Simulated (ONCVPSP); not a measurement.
## Before and after: ONCV potential for Mn (Z = 25)

| Quantity | Value |
| --- | --- |
| Element | manganese |
| Generator | ONCVPSP 4.0.1 |
| Type | optimised norm-conserving Vanderbilt (ONCV) |
| Functional | LDA (Perdew-Wang 92) |
| Relativity | scalar-relativistic |
| Frozen core | [Ar] |
| Valence charge | 7 |
| Reference configuration | 3d6 4s1 |
| Partial waves | 4s: rc 2.70 bohr, ncon 3, nbas 7, qcut 3 1/bohr, 1 projector; p scattering state at 0.07 Ha: rc 2.10 bohr, ncon 4, nbas 9, qcut 4.6 1/bohr, 2 projectors, debl 3.2 Ha; 3d: rc 1.00 bohr, ncon 4, nbas 8, qcut 11.3 1/bohr, local |
| Local potential | the d channel |
| Core correction | polynomial model core, fcfact 0.6 |

All-electron outer shells of the reference configuration (LDA (PZ), scalar-relativistic, ld1.x):

```json
{"shell": "3p", "level (eV)": "-50.38", "outermost node (bohr)": "0.31", "outermost maximum (bohr)": "0.75"}
{"shell": "4s", "level (eV)": "-4.34", "outermost node (bohr)": "1.07", "outermost maximum (bohr)": "2.60"}
{"shell": "3d", "level (eV)": "-3.61", "outermost node (bohr)": "–", "outermost maximum (bohr)": "0.77"}
```

Change: functional PBE.

Cutoffs: the cutoffs (Ha) at which the residual kinetic energy of the hardest occupied pseudo-wave falls to 1 and 0.1 mHa per electron; they do not see the model core or the augmentation charge, which bear on the density cutoff. Errors are all-electron minus pseudo energies relative to the spin-unpolarised reference configuration.

**Question.** What does the change do?

**Answer.** The potential gets neither clearly harder nor softer (85 Ha and 226 Ha → 83 Ha and 225 Ha); both files keep a bound ghost (s); the errors of the 3 common tests hardly move.

```csv
quantity,base,changed
"cutoff, loose",85 Ha,83 Ha
"cutoff, tight",226 Ha,225 Ha
loose cutoff by channel,"s 3.2 Ha, d 85 Ha","s 3.2 Ha, d 83 Ha"
bound ghosts,s,s
GHOST(+) flags under 300 eV,p at 2.3 eV,p at 2.1 eV
tests with a reliable result,3 of 4,3 of 4
"error for 3d5 4s2, meV [ΔE 0.41 → 0.36 eV]",-98,-102
"error for 3d5 4s1, meV [ΔE 9.05 → 8.77 eV]",-55,-56
"error for 3d5 4s0, meV [ΔE 24.92 → 24.37 eV]",-78,-79
s: phases at 2.74 bohr within 0.05 rad from the reference energy up to (Ha; the scan ends near 5),0.6,0.6
p: phases at 2.13 bohr within 0.05 rad from the reference energy up to (Ha; the scan ends near 5),0.3,0.3
d: phases at 1.01 bohr within 0.05 rad from the reference energy up to (Ha; the scan ends near 5),4.1,4.2
"rms error of d²Exc/dni dnj with the model core, mHa",3.09,2.80
```

 A true bound ghost makes a file unfit for plane-wave use even where its test errors are small: the radial tests pick states by their node count and pass the ghost by.
